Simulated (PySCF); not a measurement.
The complex [TiOF5]4- (charge -4) contains Ti(III), shell d1. The structure is a PBE0-D3(BJ)/def2-SVP, IEF-PCM water geometry optimised for multiplicity 2; coordination octahedral, point group C4v, metal–donor distances 1.67–2.10 Å.

Method (PySCF 2.14, density fitting): CASSCF(1,5) with orbitals averaged over all microstates of the shell, strongly contracted NEVPT2 on the averaged canonical orbitals; basis x2c-TZVPall on the metal, x2c-SVPall elsewhere; spin-free X2C; IEF-PCM water; spin-orbit coupling by state interaction with the mean-field operator over all roots.

CASSCF energies above the lowest CASSCF root:

```tsv
state	CASSCF / cm⁻¹
2B2 (from 2T2g)	0
2E (from 2T2g)	5665
2B1 (from 2Eg)	17799
2A1 (from 2Eg)	26365
```

Q: How does dynamic correlation (SC-NEVPT2) move these states?

A: 
| state | NEVPT2 / cm⁻¹ | shift / cm⁻¹ |
| --- | --- | --- |
| 2B2 (from 2T2g) | 0 | 0 |
| 2E (from 2T2g) | 5698 | +34 |
| 2B1 (from 2Eg) | 19235 | +1436 |
| 2A1 (from 2Eg) | 26431 | +66 |

In the ligand-field fit 10Dq goes from 18305 to 19034 cm⁻¹. The symmetry is lower than cubic, so 10Dq is the difference of the means of the two sets.

An active orbital has only 0.70 squared overlap with the free ion's shell, so the metal shell alone is a small active space here. NEVPT2 on the d shell alone tends to put d–d bands too high for such charged or covalently bound ions.
